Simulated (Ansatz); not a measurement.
A CCSD(T) single point on C2H8AlB, SMILES `C[BH][AlH][CH3]`.

```yaml
crystal:
  periodic: [false, false, false]
  atoms:
    - {symbol: C, position_ang: [-1.778897, 1.402587, -0.230561]}
    - {symbol: B, position_ang: [-0.654227, 0.889644, 0.720433]}
    - {symbol: Al, position_ang: [0.345584, -0.990507, 0.625760]}
    - {symbol: C, position_ang: [1.924988, -1.329860, -0.488800]}
    - {symbol: H, position_ang: [-2.309651, 0.659134, -0.827282]}
    - {symbol: H, position_ang: [-2.497545, 2.076013, 0.245541]}
    - {symbol: H, position_ang: [-1.223996, 2.038843, -0.944201]}
    - {symbol: H, position_ang: [-0.289966, 1.688613, 1.550054]}
    - {symbol: H, position_ang: [-0.181444, -2.214781, 1.513782]}
    - {symbol: H, position_ang: [2.268368, -0.459183, -1.051631]}
    - {symbol: H, position_ang: [1.714642, -2.131448, -1.206187]}
    - {symbol: H, position_ang: [2.758944, -1.684254, 0.127092]}
basis:
  gaussian: {orbitals: def2-SVP}
correlation: {method: ccsd_t}
```

```sh
$ ansatz run in.yaml --threads 2 --pin off --events-out ev --progress --plain --max-ram 4352MiB
```

The program prints (abridged):

```
Functional definition: HF
1013 factors; integrals over basis functions are off by at most 1.3e-3 eV
mean field evaluation 1: about -9434.1607 eV, gradient 3.1e1 eV
mean field evaluation 2: about -9434.2117 eV, gradient 3.1e1 eV
mean field evaluation 4: about -9437.1547 eV, gradient 2.8e0 eV
mean field evaluation 8: about -9437.1928 eV, gradient 1.1e-1 eV
mean field evaluation 16: about -9437.1406 eV, gradient 3.3e-1 eV
mean field -9437.19283559 eV, -346.8104399488 hartree, gradient 3.2e-6 eV, S^2 0.000000; 0 other end points of the search recorded, 0 dependent functions left out
8 core orbitals not correlated: weight in the atoms' cores, before any rotation towards them, 1.000 or more for the frozen orbitals, at most 0.000 for the correlated occupied ones
reference -9437.19283559 eV, -346.8104399488 hartree; 11, 11 occupied and 81, 81 virtual orbitals, 1013 factors
second order -11.87377124 eV of doubles, -0.00000000 eV of singles
cycle   1  -13.08799966 eV  change    -1.2e0 eV  update   8.0e-2
cycle   2  -13.51330217 eV  change   -4.3e-1 eV  update   2.6e-2
cycle   3  -13.55400702 eV  change   -4.1e-2 eV  update   8.4e-3
cycle   4  -13.55232694 eV  change    1.7e-3 eV  update   2.9e-3
cycle   5  -13.55161544 eV  change    7.1e-4 eV  update   1.2e-3
cycle   6  -13.55144379 eV  change    1.7e-4 eV  update   4.5e-4
cycle   7  -13.55140434 eV  change    3.9e-5 eV  update   1.7e-4
cycle   8  -13.55142407 eV  change   -2.0e-5 eV  update   6.4e-5
cycle   9  -13.55142328 eV  change    7.9e-7 eV  update   1.9e-5
perturbative correction -0.36423630 eV, -0.0133854371 hartree
Total energy: -9451.10849517 eV, -347.3218310060 hartree
```

Run time 24 s (2 threads of an AMD EPYC on a shared host); peak host memory 0.43 GiB.

The correlation energy is -13.916 eV, 2.6 % of it from (T); the T1 diagnostic reads 0.0098.
